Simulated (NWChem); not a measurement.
System: SnNH$_{3}$OF$_{2}$; SMILES [F][Sn]([NH2])([OH])[F]

Input file for NWChem:

```
start job
memory heap 200 mb stack 900 mb global 1100 mb
geometry units angstroms
  N      1.980327     0.222309    -0.405279
  Sn     0.047430     0.045120    -0.025340
  O     -1.034850     1.542394    -0.445216
  F     -0.335192    -0.416580     1.809878
  F     -0.700679    -1.438345    -0.957393
  H      2.308489     1.150719    -0.153418
  H      2.516455    -0.454460     0.132523
  H     -1.978871     1.380494    -0.364005
end
basis spherical
  * library def2-svp
end
ecp
  Sn library def2-ecp
end
dft
  xc pbe0
  iterations 150
end
driver
  maxiter 120
end
task dft optimize
dft
  grid fine
  convergence energy 1d-8 density 1d-7
end
task dft freq numerical
```

NWChem printed, in part:

```
             Northwest Computational Chemistry Package (NWChem) 7.3.0
             --------------------------------------------------------

 C1  symmetry detected

                             Geometry "geometry" -> ""
                             -------------------------

 Output coordinates in angstroms (scale by  1.889725989 to convert to a.u.)

  No.       Tag          Charge          X              Y              Z
 ---- ---------------- ---------- -------------- -------------- --------------
    1 N                    7.0000     0.06346714    -2.01153640    -0.07823735
    2 Sn                  50.0000     0.02776265    -0.03583846     0.00651665
    3 O                    8.0000     1.53185107     0.80119424     0.79806550
    4 F                    9.0000    -1.53136435     0.66618712     0.90310723
    5 F                    9.0000    -0.15687281     0.72110486    -1.73187480
    6 H                    1.0000     0.44333320    -2.39745214     0.78190229
    7 H                    1.0000    -0.87545286    -2.38371794    -0.19902912
    8 H                    1.0000     1.53904295     1.75866607     0.71333970

 Effective nuclear repulsion energy (a.u.)     578.1290452845

                                Z-matrix (autoz)
                                --------

 Units are Angstrom for bonds and degrees for angles

      Type          Name      I     J     K     L     M      Value
      ----------- --------  ----- ----- ----- ----- ----- ----------
    1 Stretch                  1     2                       1.97784
    2 Stretch                  1     6                       1.01640
    3 Stretch                  1     7                       1.01719
    4 Stretch                  2     3                       1.89459
    5 Stretch                  2     4                       1.93070
    6 Stretch                  2     5                       1.90501
    7 Stretch                  3     8                       0.96124
    8 Bend                     1     2     3               116.41671
    9 Bend                     1     2     4               113.43429
   10 Bend                     1     2     5               111.07316
   11 Bend                     2     1     6               110.47270
   12 Bend                     2     1     7               110.72731
   13 Bend                     2     3     8               114.15364
   14 Bend                     3     2     4               106.64479
   15 Bend                     3     2     5               106.41847
   16 Bend                     4     2     5               101.59679
   17 Bend                     6     1     7               107.85125
   18 Torsion                  1     2     3     8         171.91126
   19 Torsion                  3     2     1     6          40.48572
   20 Torsion                  3     2     1     7         159.90098
   21 Torsion                  4     2     1     6         -83.84092
   22 Torsion                  4     2     1     7          35.57434
   23 Torsion                  4     2     3     8         -60.35434
   24 Torsion                  5     2     1     6         162.46718
   25 Torsion                  5     2     1     7         -78.11756
   26 Torsion                  5     2     3     8          47.51387

                           NWChem Geometry Optimization
                           ----------------------------

 maximum gradient threshold         (gmax) =   0.000450
 rms gradient threshold             (grms) =   0.000300
 maximum cartesian step threshold   (xmax) =   0.001800
 rms cartesian step threshold       (xrms) =   0.001200
 fixed trust radius                (trust) =   0.300000
 source of zmatrix                         =   autoz

          -------------------
          Energy Minimization
          -------------------

[...]

      ----------------------
      Optimization converged
      ----------------------

  Step       Energy      Delta E   Gmax     Grms     Xrms     Xmax
  ---- ---------------- -------- -------- -------- -------- --------
@   33    -545.23999359  4.3D-08  0.00002  0.00001  0.00028  0.00083
                                     ok       ok       ok       ok

                                Z-matrix (autoz)
                                --------

 Units are Angstrom for bonds and degrees for angles

      Type          Name      I     J     K     L     M      Value     Gradient
      ----------- --------  ----- ----- ----- ----- ----- ---------- ----------
    1 Stretch                  1     2                       1.99888   -0.00001
    2 Stretch                  1     6                       1.01889    0.00001
    3 Stretch                  1     7                       1.01878    0.00000
    4 Stretch                  2     3                       1.95621    0.00001
    5 Stretch                  2     4                       1.92739    0.00000
    6 Stretch                  2     5                       1.92351    0.00002
    7 Stretch                  3     8                       0.96593   -0.00000
    8 Bend                     1     2     3               112.34439    0.00000
    9 Bend                     1     2     4               110.51768    0.00000
   10 Bend                     1     2     5               113.23621    0.00000
   11 Bend                     2     1     6               111.82371    0.00000
   12 Bend                     2     1     7               112.10253    0.00000
   13 Bend                     2     3     8               111.79222   -0.00000
   14 Bend                     3     2     4               111.93879   -0.00000
   15 Bend                     3     2     5               106.28382   -0.00000
   16 Bend                     4     2     5               102.03513    0.00000
   17 Bend                     6     1     7               108.80887   -0.00000
   18 Torsion                  1     2     3     8         153.87853   -0.00000
   19 Torsion                  3     2     1     6           7.75636    0.00000
   20 Torsion                  3     2     1     7         130.26839    0.00000
   21 Torsion                  4     2     1     6        -118.05586    0.00000
   22 Torsion                  4     2     1     7           4.45617    0.00000
   23 Torsion                  4     2     3     8         -81.08536    0.00000
   24 Torsion                  5     2     1     6         128.18047   -0.00000
   25 Torsion                  5     2     1     7        -109.30750   -0.00000
   26 Torsion                  5     2     3     8          29.51473   -0.00000

                         Geometry "geometry" -> "geometry"
                         ---------------------------------

 Output coordinates in angstroms (scale by  1.889725989 to convert to a.u.)

[...]

 Rotational Constants
 --------------------
 A=   0.095555 cm-1  (  0.137479 K)
 B=   0.092832 cm-1  (  0.133562 K)
 C=   0.086081 cm-1  (  0.123849 K)

 Temperature                      =   298.15K
 frequency scaling parameter      =   1.0000

 Zero-Point correction to Energy  =   26.672 kcal/mol  (  0.042505 au)
 Thermal correction to Energy     =   31.742 kcal/mol  (  0.050584 au)
 Thermal correction to Enthalpy   =   32.334 kcal/mol  (  0.051528 au)

 Total Entropy                    =   89.510 cal/mol-K
   - Translational                =   41.596 cal/mol-K (mol. weight = 188.9201)
   - Rotational                   =   27.137 cal/mol-K (symmetry #  =        1)
   - Vibrational                  =   20.778 cal/mol-K

 Cv (constant volume heat capacity) =   25.112 cal/mol-K
   - Translational                  =    2.979 cal/mol-K
   - Rotational                     =    2.979 cal/mol-K
   - Vibrational                    =   19.153 cal/mol-K

[normal modes left out]

 ----------------------------------------------------------------------------
 Normal Eigenvalue ||           Projected Infra Red Intensities
  Mode   [cm**-1]  || [atomic units] [(debye/angs)**2] [(KM/mol)] [arbitrary]
 ------ ---------- || -------------- ----------------- ---------- -----------
    1       -0.000 ||    0.001110           0.026         1.082       0.280
    2       -0.000 ||    0.000618           0.014         0.602       0.156
    3       -0.000 ||    0.000077           0.002         0.075       0.019
    4       -0.000 ||    0.000005           0.000         0.005       0.001
    5        0.000 ||    0.001172           0.027         1.143       0.295
    6        0.000 ||    0.000038           0.001         0.037       0.010
    7       79.459 ||    0.020735           0.478        20.214       5.223
    8      137.590 ||    0.005519           0.127         5.380       1.390
    9      142.500 ||    0.025035           0.578        24.405       6.306
   10      166.337 ||    0.011983           0.276        11.682       3.019
   11      182.693 ||    0.030454           0.703        29.688       7.671
   12      189.898 ||    0.043062           0.993        41.979      10.847
   13      225.356 ||    0.129406           2.986       126.152      32.598
   14      525.966 ||    0.126588           2.920       123.405      31.888
   15      633.892 ||    0.036653           0.846        35.731       9.233
   16      653.718 ||    0.061569           1.420        60.020      15.509
   17      664.911 ||    0.093553           2.158        91.200      23.566
   18      680.138 ||    0.056192           1.296        54.779      14.155
   19      860.337 ||    0.025509           0.589        24.868       6.426
   20      896.231 ||    0.071673           1.654        69.870      18.055
   21     1530.828 ||    0.018000           0.415        17.548       4.534
   22     3555.202 ||    0.038503           0.888        37.535       9.699
   23     3662.259 ||    0.046898           1.082        45.718      11.814
   24     3879.207 ||    0.108390           2.501       105.664      27.304
 ----------------------------------------------------------------------------
```

Level: PBE0/def2-SVP with def2 effective core potentials on Sn. def2 effective core potentials on Sn; no spin-orbit coupling.
